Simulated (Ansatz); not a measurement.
```yaml
crystal:
  periodic: [false, false, false]
  atoms:
    - {symbol: C, position_ang: [-1.584980, 0.934130, 0.457641]}
    - {symbol: Al, position_ang: [0.116373, -0.011948, 0.233789]}
    - {symbol: C, position_ang: [1.302244, -0.402979, 1.737569]}
    - {symbol: C, position_ang: [0.570427, -0.582002, -1.605803]}
    - {symbol: O, position_ang: [-0.263988, -0.052328, -2.641092]}
    - {symbol: H, position_ang: [-1.733421, 1.302286, 1.475955]}
    - {symbol: H, position_ang: [-1.658801, 1.792652, -0.218863]}
    - {symbol: H, position_ang: [-2.436368, 0.283050, 0.224790]}
    - {symbol: H, position_ang: [2.153353, -1.031567, 1.464281]}
    - {symbol: H, position_ang: [0.762096, -0.903020, 2.548521]}
    - {symbol: H, position_ang: [1.702350, 0.524300, 2.163428]}
    - {symbol: H, position_ang: [0.616739, -1.682039, -1.680648]}
    - {symbol: H, position_ang: [1.593356, -0.254214, -1.834233]}
    - {symbol: H, position_ang: [-1.152181, 0.054480, -2.296535]}
basis:
  gaussian: {orbitals: "6-31++G**"}
hamiltonian: {xc: {name: HSE06}, dispersion: d3bj}
scf: {lower_state_search: light}
```

```sh
$ ansatz run in.yaml --threads 4 --pin off --events-out ev --progress --plain --max-ram 10444MiB
```

It prints (some lines left out):

```
Functional definition: HSE06
1587 factors; their error is unknown
166 factors; integrals over basis functions are off by at most 6.7e-7 eV
mean field evaluation 1: about -11872.8647 eV, gradient 9.1e1 eV
mean field evaluation 2: about -11860.4168 eV, gradient 1.1e2 eV
mean field evaluation 4: about -11891.8620 eV, gradient 7.0e0 eV
mean field evaluation 8: about -11891.9538 eV, gradient 5.1e-2 eV
mean field evaluation 16: about -11891.9740 eV, gradient 7.7e-5 eV
mean field -11891.97399056 eV, -437.0219834836 hartree, gradient 7.7e-5 eV, S^2 0.000000; 0 other end points of the search recorded, 0 dependent functions left out
reference -11891.97408012 eV, -437.0219867750 hartree; 24, 24 occupied and 129, 129 virtual orbitals, 1587 factors
Total energy: -11892.14694279 eV, -437.0283393609 hartree
```

It took 2.4 s on 4 threads of an Intel Xeon Platinum 8259CL on a shared host, with 0.33 GiB of host memory at the peak.
